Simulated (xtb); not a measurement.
xtb input:

```bash
xtb mol.xyz --gfn 2 --ohess tight --chrg 0 --uhf 0
```
mol.xyz:
```
2

Cs    -0.03998071     0.01446687    -1.62801111
Au     0.02047059     0.00981621     1.62771421
```

### Question
What final total energy does it print?

### Answer
-4.08658 Eh (GFN2-xTB).
